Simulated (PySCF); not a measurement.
Molecule: SMILES c1c([SiH2][SiH2]B(O)O)cccc1 (C6H11BO2Si2), singlet. Atoms near the plane z = 0.0 Å, at the GFN2-xTB optimised geometry (x, y, z in Å): Si5 (-1.4, -2.0, -0.1), C6 (-0.5, -0.4, 0.0), C7 (-1.1, 0.8, 0.0), C8 (-0.4, 2.0, 0.0), C9 (1.0, 2.0, 0.0), C10 (1.7, 0.8, 0.0), C11 (0.9, -0.4, 0.0), H16 (-2.7, -1.8, 0.5), H17 (-0.8, -2.9, 0.9), H18 (-2.2, 0.8, 0.0), H19 (-0.9, 2.9, 0.0), H20 (1.6, 2.9, 0.0), H21 (2.7, 0.7, 0.0), H22 (1.5, -1.4, 0.0).

Calculation: PySCF with PBE/def2-SVP. Cells within 0.4 Å of a nucleus heavier than hydrogen are left out (blank, or x). The values are rescaled to run from 0 to 1.

```
|2222222222222222222222222222222|
|2222222222222222222222222222222|
|2222222222222222222222222222222|
|2222222222222222222222222222222|
|2222222222211111221111222222222|
|2222222222111221112211122222222|
|2222222222126631113541122222222|
|2222222222127941125972122222222|
|22222222211248x554x842112222222|
|2222222211112xxx9xxx21112222222|
|22222222111259x454x841111222222|
|2222222123338941115962221122222|
|22222211388xx5100027x6762122222|
|22222211388xx510002xxx992122222|
|2222222123338831015963432122222|
|2222222111126953437941111222222|
|2222222211113xx89xx521112222222|
|2222222211124xx66xx631112222222|
|2222222221236632226952122222222|
|2222222332134431124942122222222|
|22222224431x2221112211222222222|
|2222222442xx1111111111222222222|
|2222222332xx2111122222222222222|
|2222222211122222222222222222222|
|2222222111122222222222222222222|
|2222222211122222222222222222222|
|2222222222122222222222222222222|
|2222222222222222222222222222222|
|2222222222222222222222222222222|
|2222222222222222222222222222222|
|2222222222222222222222222222222|
```
Scale: ten equal steps from 0.000 (start of '0') to 1.00 (end of '9'), in the order '0123456789'; x runs from -5.00 to 5.00, y from -5.00 (bottom) to 5.00 (top).

Problem. Which quantity is mapped?
A) electrostatic potential
B) log10 of the electron density
C) Laplacian of the electron density
D) deformation density (molecule minus spherical neutral atoms)

Solution. D, deformation density (molecule minus spherical neutral atoms). In full: deformation density (molecule minus spherical neutral atoms) (e/bohr³).
